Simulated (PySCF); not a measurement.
H3BrSeSi (SMILES [SiH3][Se]Br), singlet, at a GFN2-xTB geometry. Base run: M062X/6-31G (PySCF).

The PySCF input:
```python
from pyscf import gto, scf, dft, solvent

mol = gto.Mole()
mol.atom = '''
    Se    0.35745715    0.60512081    0.70550420
    Br   -0.41199936   -1.43140313   -0.02164820
    Si    0.13877985    1.70160874   -1.30820287
    H     0.57268371    3.04241751   -0.94476184
    H    -1.26360828    1.62029108   -1.70073083
    H     1.01444104    1.03977109   -2.26912326
'''
mol.basis = '6-31g'
mol.verbose = 4
mol.build()

mf = dft.RKS(mol)
mf.xc = 'm062x'
mf.kernel()
mf.analyze()
```

Each row names what was changed in the base input (with any setting that the change needs).

```json
[
 {"change": "base", "ΔE vs base (kcal/mol)": "0.000", "dipole (D)": "2.92", "HOMO-LUMO gap (eV)": "6.38"},
 {"change": "model = IEF-PCM; solvent = chloroform", "ΔE vs base (kcal/mol)": "-1.98", "dipole (D)": "3.55", "HOMO-LUMO gap (eV)": "6.42"},
 {"change": "model = SS(V)PE; solvent = water", "ΔE vs base (kcal/mol)": "-2.78", "dipole (D)": "3.80", "HOMO-LUMO gap (eV)": "6.44"},
 {"change": "model = C-PCM; solvent = water", "ΔE vs base (kcal/mol)": "-2.83", "dipole (D)": "3.82", "HOMO-LUMO gap (eV)": "6.44"},
 {"change": "model = IEF-PCM; solvent = methanol", "ΔE vs base (kcal/mol)": "-2.73", "dipole (D)": "3.79", "HOMO-LUMO gap (eV)": "6.44"},
 {"change": "model = IEF-PCM; solvent = water; vdw_scale = 1.0", "ΔE vs base (kcal/mol)": "-6.39", "dipole (D)": "4.10", "HOMO-LUMO gap (eV)": "6.53"},
 {"change": "model = IEF-PCM; solvent = water; lebedev_order = 11", "ΔE vs base (kcal/mol)": "-2.79", "dipole (D)": "3.81", "HOMO-LUMO gap (eV)": "6.44"},
 {"change": "model = IEF-PCM; solvent = toluene", "ΔE vs base (kcal/mol)": "-1.30", "dipole (D)": "3.34", "HOMO-LUMO gap (eV)": "6.41"},
 {"change": "model = ddCOSMO; solvent = water", "ΔE vs base (kcal/mol)": "…", "dipole (D)": "…", "HOMO-LUMO gap (eV)": "6.44"},
 {"change": "model = IEF-PCM; solvent = water; lebedev_order = 41", "ΔE vs base (kcal/mol)": "-2.82", "dipole (D)": "3.81", "HOMO-LUMO gap (eV)": "6.44"},
 {"change": "model = IEF-PCM; solvent = tetrahydrofuran", "ΔE vs base (kcal/mol)": "…", "dipole (D)": "…", "HOMO-LUMO gap (eV)": "…"},
 {"change": "model = IEF-PCM; solvent = water; vdw_scale = 1.4", "ΔE vs base (kcal/mol)": "…", "dipole (D)": "…", "HOMO-LUMO gap (eV)": "6.41"}
]
```

Q: What belongs in the gaps?

A: 
- model = ddCOSMO; solvent = water, ΔE vs base (kcal/mol): -3.09
- model = ddCOSMO; solvent = water, dipole (D): 3.84
- model = IEF-PCM; solvent = tetrahydrofuran, ΔE vs base (kcal/mol): -2.28
- model = IEF-PCM; solvent = tetrahydrofuran, dipole (D): 3.65
- model = IEF-PCM; solvent = tetrahydrofuran, HOMO-LUMO gap (eV): 6.43
- model = IEF-PCM; solvent = water; vdw_scale = 1.4, ΔE vs base (kcal/mol): -1.60
- model = IEF-PCM; solvent = water; vdw_scale = 1.4, dipole (D): 3.56

The base is the gas phase, so ΔE is the electrostatic part of solvation at a fixed geometry, without cavity and dispersion terms.
